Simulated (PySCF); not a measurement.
Molecule: C₄H₂BrO (charge -1, singlet). It need not be the lowest isomer of its formula. Whether it binds its extra electron was not tested at this geometry. SMILES: Brc1cc[c-]o1
Geometry from a B3LYP-D3(BJ)/def2-TZVP (Ansatz) optimisation:
```
C
C 1 1.3546
O 2 1.3387 1 112.83
H 1 1.0791 2 125.99 3 -180.00
C 1 1.4356 4 130.22 2 -180.00
H 5 1.0821 1 124.95 4 0.00
C 5 1.3869 6 123.35 1 180.00
Br 2 1.9160 3 118.10 7 -180.00
```
Charge -1, spin multiplicity 1.

Dispersion corrections to the total energy (kcal/mol) from the dftd3 and dftd4 libraries through PySCF: D3(BJ) without and D4 with the three-body term, each with the damping fitted for the functional named.

| functional | D3(BJ) | D4 |
|---|---|---|
| r2SCAN | (withheld) | -1.35 |
| CAM-B3LYP | -3.95 | -4.82 |
| B3LYP | -8.69 | -9.19 |
| B2GP-PLYP | -3.38 | (withheld) |
| HSE06 | -3.32 | -4.42 |
| PBE | -4.82 | (withheld) |
| BLYP | -10.63 | -12.70 |

Q: What belongs in the gaps?

A: 
- r2SCAN, D3(BJ): -1.32
- B2GP-PLYP, D4: -2.38
- PBE, D4: -5.66
